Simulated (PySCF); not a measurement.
# How the method changes the shape and vibrations of BClH3OSi cation

Calculated results; nothing here was measured. They come from PySCF 2.14.0, an open-source quantum chemistry program, on an isolated molecule that a program drew, which may never have been made. The molecule is BClH3OSi cation (charge +1, singlet), drawn as the SMILES string `B[Si+](O)Cl`.

The geometry was optimised and harmonic frequencies were computed with HF and MP2, all in the cc-pV(D+d)Z basis, for the commonest isotopes, with a restricted reference for singlets and an unrestricted one otherwise, and a frozen core in MP2. Each result is a local minimum of its method.

Geometry at the HF minimum:
```xyz
7
BClH3OSi cation, angstrom
B    -1.9132   -1.6231    1.0157
Si   -0.0193   -0.9423    0.7036
O     0.9520   -0.3900    1.8058
Cl    0.7581   -0.9326   -1.0999
H    -2.7997   -0.8365    0.9382
H    -2.0495   -2.7793    1.2512
H     0.8603   -0.2742    2.7457
```

Lengths of the bonds as drawn, in Å (atoms numbered as above):
| bond | HF | MP2 |
|---|---|---|
| B1-Si2 | 2.037 | 2.031 |
| Si2-O3 | 1.569 | 1.600 |
| Si2-Cl4 | 1.964 | 1.969 |
| B1-H5 | 1.188 | 1.197 |
| B1-H6 | 1.188 | 1.197 |
| O3-H7 | 0.951 | 0.973 |

Rotational constants, in GHz:
| constant | HF | MP2 |
|---|---|---|
| A | 6.235 | 6.053 |
| B | 3.551 | 3.577 |
| C | 2.309 | 2.295 |

Harmonic frequencies in cm^-1, each column in rising order, so a row needn't be the same motion in every method:
| rank | HF | MP2 |
|---|---|---|
| 1 | 129 | 130 |
| 2 | 161 | 147 |
| 3 | 232 | 214 |
| 4 | 276 | 259 |
| 5 | 444 | 448 |
| 6 | 534 | 531 |
| 7 | 600 | 650 |
| 8 | 694 | 658 |
| 9 | 755 | 753 |
| 10 | 939 | 905 |
| 11 | 1105 | 1041 |
| 12 | 1211 | ? |
| 13 | 2754 | 2686 |
| 14 | 2885 | 2820 |
| 15 | 4095 | 3805 |

**Estimate the missing MP2 frequency from the HF column.**

A single factor s that minimises the squared misfit of MP2 against s times HF over the other rows is sum(HF x MP2) / sum(HF^2) = 0.9546, with an rms misfit of 44 cm^-1. For rank 12 it gives 0.9546 x 1211 = 1156 cm^-1. The calculation gives 1150 cm^-1, 6 cm^-1 below the estimate. The drawn bonds are on average 1.0 % longer in MP2 than in HF.
